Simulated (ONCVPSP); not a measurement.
Before and after: ONCV potential for cobalt

Co, optimised norm-conserving Vanderbilt (ONCV), made with ONCVPSP 4.0.1 (revPBE, scalar-relativistic). Core [Ne], reference 3s2 3p6 3d7 4s0.5 (charge +1.5). Waves: 3s+4s: rc 1.30 bohr, ncon 4, nbas 8, qcut 11.7 1/bohr, 2 projectors; 3p: rc 0.95 bohr, ncon 3, nbas 8, qcut 16.6 1/bohr, 1 projector; 3d: rc 1.40 bohr, ncon 4, nbas 8, qcut 11.1 1/bohr, 2 projectors, debl 2.2 Ha. Local part: polynomial inside 0.80 bohr (lpopt 5, dvloc0 2 Ha). Core correction: Teter function, fcfact 6, rcfact 1.7.

All-electron outer shells of the reference configuration (revPBE, scalar-relativistic, ld1.x):

```csv
shell,level (eV),outermost node (bohr),outermost maximum (bohr)
2p,-783.40,–,0.17
3s,-116.18,0.31,0.67
3p,-79.38,0.28,0.68
3d,-21.75,–,0.67
4s,-16.58,0.95,2.15
```

Change: d: rc 1.86.

Cutoffs: the cutoffs (Ha) at which the residual kinetic energy of the hardest occupied pseudo-wave falls to 1 and 0.1 mHa per electron; they do not see the model core or the augmentation charge, which bear on the density cutoff. Errors are all-electron minus pseudo energies relative to the spin-unpolarised reference configuration.

Problem. Predict the effect on cutoff, ghosts and configuration errors.

Solution. The potential gets neither clearly harder nor softer (73 Ha and 92 Ha → 73 Ha and 92 Ha); the p channel sets the loose cutoff, while the largest relative change is in d, which becomes softer; of the 4 tests that both files solve, the error grows in 2 and shrinks in 0 by more than 15 % and 0.3 meV (median size 1.0 → 1.3 meV); neither file shows a bound ghost.

```tsv
quantity	base	changed
cutoff, loose	73 Ha	73 Ha
cutoff, tight	92 Ha	92 Ha
loose cutoff by channel	s 39 Ha, p 73 Ha, d 50 Ha	s 39 Ha, p 73 Ha, d 38 Ha
bound ghosts	none	none
GHOST(+) flags under 300 eV	none	none
error for 3s2 3p6 3d7 4s2, meV [ΔE -16.23 eV]	+4.2	+6.2
error for 3s2 3p6 3d7 4s1, meV [ΔE -7.29 eV]	+1.0	+1.2
error for 3s2 3p6 3d7 4s0, meV [ΔE 9.33 eV]	-0.3	-0.5
error for 3s2 3p6 3d7.5 4s1.5, meV [ΔE -17.19 eV]	+1.0	+1.3
s: phases at 1.32 bohr within 0.05 rad from the reference energy up to (Ha; the scan ends near 5)	to the end of the scan	to the end of the scan
p: phases at 0.96 bohr within 0.05 rad from the reference energy up to (Ha; the scan ends near 5)	to the end of the scan	to the end of the scan
rms error of d²Exc/dni dnj with the model core, mHa	3.53	3.65
```
